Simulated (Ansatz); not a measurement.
Geometry optimisation, Ansatz 0.2.0, DFT LDA, scalar-relativistic, plane waves, PAW.

Input file:

```yaml
crystal:
  lattice:
    - [10.46, 0.0, 0.0]
    - [0.0, 10.46, 0.0]
    - [0.0, 0.0, 10.46]
  atoms:
    - { symbol: K, position: [0.0, 0.0, 0.0] }
    - { symbol: K, position: [0.5, 0.0, 0.0] }
    - { symbol: K, position: [0.0, 0.5, 0.0] }
    - { symbol: K, position: [0.0, 0.0, 0.5] }
    - { symbol: K, position: [0.25, 0.25, 0.25] }
    - { symbol: K, position: [0.5, 0.5, 0.0] }
    - { symbol: K, position: [0.5, 0.0, 0.5] }
    - { symbol: K, position: [0.75, 0.25, 0.25] }
    - { symbol: K, position: [0.0, 0.5, 0.5] }
    - { symbol: K, position: [0.25, 0.75, 0.25] }
    - { symbol: K, position: [0.25, 0.25, 0.75] }
    - { symbol: K, position: [0.5, 0.5, 0.5] }
    - { symbol: K, position: [0.75, 0.75, 0.25] }
    - { symbol: K, position: [0.75, 0.25, 0.75] }
    - { symbol: K, position: [0.25, 0.75, 0.75] }
    - { symbol: K, position: [0.75, 0.75, 0.75] }
    - { symbol: C, position: [-0.0006858, 0.37465907, 0.24555024] }
basis:
  ecutwfc: 420.0
kpoints:
  mp_grid: { grid: [2, 2, 2] }
hamiltonian:
  xc: lda
scf:
  occupations: { method: gaussian, width: 0.1 }
  lower_state_search: "off"
relax:
  f_tol: 0.03
  max_steps: 60
  adjacent_minimum: "off"
```

Run as:

```bash
$ ansatz run input.yaml --threads 4 --pin off --max-ram 10240MiB --backend cpu --events-out ev --progress --plain --runs-dir out
```

Q: Where does it end, and by what steps?

A: The forces met the threshold. The force dipped under the threshold on the way, but the program's further checks kept it going. Limits of this set-up: coarse k mesh, a small cell, in which the defect meets its images. After 16 steps the energy has fallen by 0.975 eV; C17 moved furthest, 1.23 Å. Joined: K1–C17 (4.69 → 2.84 Å), K4–C17 (4.74 → 2.83 Å).

```csv
step,energy less start (eV),largest force component (eV/Å),accepted
0,0.0000,0.425,yes
1,-0.1803,0.310,yes
2,-0.3079,0.131,yes
3,-0.3416,0.058,yes
4,-0.4018,0.078,yes
5,-0.4676,0.047,yes
6,-0.5268,0.104,yes
7,-0.5937,0.216,yes
8,-0.6790,0.314,yes
9,-0.7752,0.327,yes
10,-0.8526,0.139,yes
11,-0.9179,0.052,yes
12,-0.9602,0.017,yes
13,-0.9731,0.037,yes
14,-0.9728,0.043,no
15,-0.9750,0.006,yes
16,-0.9753,0.005,yes
```

```xyz
17
Lattice="10.4600 0.0000 0.0000 0.0000 10.4600 0.0000 0.0000 0.0000 10.4600" Properties=species:S:1:pos:R:3
K 0.000 0.684 0.606
K 5.230 -0.087 -0.168
K 0.000 4.695 0.607
K 0.000 0.687 4.619
K 2.779 2.688 2.614
K 5.229 5.473 -0.167
K 5.230 -0.087 5.393
K 7.677 2.688 2.614
K 0.000 4.692 4.616
K 2.630 7.926 2.612
K 2.632 2.689 7.842
K 5.229 5.473 5.391
K 7.829 7.925 2.612
K 7.827 2.689 7.842
K 2.282 7.929 7.842
K 8.177 7.928 7.842
C -0.001 2.688 2.612
```

Run time: 71 s on 4 threads of Intel(R) Xeon(R) 6975P-C (Granite Rapids) (shared host), peak memory 2.4 GiB.
